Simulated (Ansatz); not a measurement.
Abstraction of Br: GeH2Br2 + BHBr → GeH2Br + BHBr2

Species: GeH2Br2 `[Br][GeH2][Br]`, singlet; BHBr `[BH]Br`, doublet; GeH2Br `[GeH2][Br]`, doublet; BHBr2 `BrBBr`, singlet. A radical takes Br: the energy is the difference in strength between the Ge–Br bond broken and the B–Br bond made.

Shapes, held fixed at every level: PBE0-D4/def2-TZVP. Programs: Ansatz 0.2.0. The zero-point and thermal change to 298 K, harmonic and unscaled (PBE0-D4/def2-TZVP), is +2.0 kJ/mol.

```json
{"level": "PBE-D4/def2-TZVPP", "kind": "GGA", "ΔH(298 K) (kJ/mol)": "-96.0", "less CCSD(T)/def2-TZVPP": "-10.4"}
{"level": "B3LYP-D4/def2-TZVPP", "kind": "global hybrid", "ΔH(298 K) (kJ/mol)": "-90.9", "less CCSD(T)/def2-TZVPP": "-5.3"}
{"level": "BHLYP-D4/def2-TZVPP", "kind": "global hybrid", "ΔH(298 K) (kJ/mol)": "-82.6", "less CCSD(T)/def2-TZVPP": "+3.0"}
{"level": "PBE0-D4/def2-TZVPP", "kind": "global hybrid", "ΔH(298 K) (kJ/mol)": "-88.9", "less CCSD(T)/def2-TZVPP": "-3.3"}
{"level": "r2SCAN0-D4/def2-TZVPP", "kind": "global hybrid", "ΔH(298 K) (kJ/mol)": "-82.3", "less CCSD(T)/def2-TZVPP": "+3.3"}
{"level": "wB97M-V/def2-TZVPP", "kind": "range-separated hybrid", "ΔH(298 K) (kJ/mol)": "-98.1", "less CCSD(T)/def2-TZVPP": "-12.5"}
{"level": "B2PLYP/def2-TZVPP", "kind": "double hybrid", "ΔH(298 K) (kJ/mol)": "-89.6", "less CCSD(T)/def2-TZVPP": "-4.0"}
{"level": "CCSD(T)/def2-TZVPP", "kind": "coupled cluster or CI", "ΔH(298 K) (kJ/mol)": "-85.6", "less CCSD(T)/def2-TZVPP": "0.0"}
```

The highest level, CCSD(T)/def2-TZVPP, gives ΔH(298 K) = -85.6 kJ/mol; the levels span -98.1 to -82.3. The column of differences is taken from that level and isn't an error. No measured value is set beside it here. Open shells run unrestricted. Relativity is left out for Br, Ge. Outer-core shells of Br, Ge are correlated in most correlated rows, in sets that cover them unevenly.
